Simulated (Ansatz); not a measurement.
Process, species as SMILES: N#P (N-P) → N atom + P atom
B3LYP-D3(BJ)/def2-TZVP geometries, fixed; electronic energies without zero-point terms.

Basis-set convergence of the atomisation energy at B3LYP with Ansatz (a program for electronic structure). All functions are spherical. The program fits the integrals of some runs and decomposes those of others, by size. Open shells are unrestricted. No added dispersion term, no relativity. Functions are those of the species that has most. Reference: the value in aug-cc-pV(5+d)Z, 146.49 kcal/mol, itself unsure by roughly 0.03 kcal/mol (its mean distance from pcseg-4, aug-pcseg-3, aug-cc-pV(Q+d)Z). Deviations are taken from unrounded values.

```tsv
basis	functions	atomisation energy (kcal/mol)	minus reference (kcal/mol)
cc-pV(D+d)Z	37	139.21	-7.27
aug-cc-pV(D+d)Z	55	140.86	-5.63
cc-pV(T+d)Z	69	145.30	-1.19
jun-cc-pV(T+d)Z	87	145.48	-1.01
aug-cc-pV(T+d)Z	101	145.57	-0.92
cc-pV(Q+d)Z	119	146.40	-0.08
aug-cc-pV(Q+d)Z	169	146.51	0.02
cc-pV(5+d)Z	191	146.46	-0.03
aug-cc-pV(5+d)Z	263	146.49	0.00
```

The smallest set listed that lies within 4 kcal/mol of the reference with all its larger relatives (same family, alike in diffuse functions; a set with none counts only in the reference's own line) is cc-pV(T+d)Z (69 functions, -1.19 kcal/mol off).
